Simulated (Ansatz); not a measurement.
Born–Oppenheimer molecular dynamics of Cl4F3HMo (9 atoms, charge 0, multiplicity 1). It starts at the highest image of a converged band. Of that band: Neighbouring images differ by up to 1.5 eV, so the band resolves the path poorly. A vibrational analysis at the climbing image gives one clearly imaginary mode, 1214i cm⁻¹, and a faint second one (21i cm⁻¹) that may be numerical noise or a soft torsion: probably a first-order saddle point.

These are results of RHF/def2-SVP (Ansatz 0.2.0), not measurements.

- ensemble: NVE (velocity Verlet)
- time step: 0.5 fs
- steps asked: 200
- starting velocities drawn for: 100 K
- seed: 4560

First frame:

```xyz
9
Properties=species:S:1:pos:R:3
Mo -0.192 -0.252 -0.180
F 0.155 -0.047 1.830
Cl 2.359 -0.393 0.562
Cl -0.228 2.773 -0.041
F -1.901 0.118 0.272
F -0.311 -2.102 -0.213
Cl 0.516 0.022 -2.318
Cl 1.350 3.330 1.091
H 1.361 -0.233 1.611
```

(1) How far do the bonds stretch over the last three quarters of this one trajectory? (Pairs bonded in most of those frames.)

Results:

(1) 
```json
{"bond": "Mo1–F2", "mean (Å)": "1.828", "spread (Å)": "0.057", "shortest": "1.75", "longest": "1.92"}
{"bond": "Mo1–Cl3", "mean (Å)": "3.061", "spread (Å)": "0.239", "shortest": "2.70", "longest": "3.45"}
{"bond": "Mo1–Cl4", "mean (Å)": "3.013", "spread (Å)": "0.049", "shortest": "2.97", "longest": "3.15"}
{"bond": "Mo1–F5", "mean (Å)": "1.866", "spread (Å)": "0.035", "shortest": "1.81", "longest": "1.93"}
{"bond": "Mo1–F6", "mean (Å)": "1.837", "spread (Å)": "0.014", "shortest": "1.81", "longest": "1.86"}
{"bond": "Mo1–Cl7", "mean (Å)": "2.338", "spread (Å)": "0.025", "shortest": "2.28", "longest": "2.36"}
{"bond": "Cl3–H9", "mean (Å)": "1.279", "spread (Å)": "0.012", "shortest": "1.26", "longest": "1.30"}
{"bond": "Cl4–Cl8", "mean (Å)": "2.019", "spread (Å)": "0.022", "shortest": "1.99", "longest": "2.05"}
```

Mean temperature of the second half: 719 K. The conserved energy stayed within 0.031 meV per atom of its start (net change -0.028 meV per atom), so the integration is sound. The kinetic energy rose, since the run started high on the potential surface and went downhill. It ends in pieces (Cl3F3Mo + ClH), so much of that is their flight and rotation, not heat. A run of 0.1 ps of so small a system gives no equilibrium averages. The orbitals stay closed-shell, which can raise the energy where a bond breaks towards radicals; this wasn't checked here.

Time of the run: 12 min on 4 threads of Arm Neoverse V1, with other jobs on the host, peak memory 0.59 GiB.
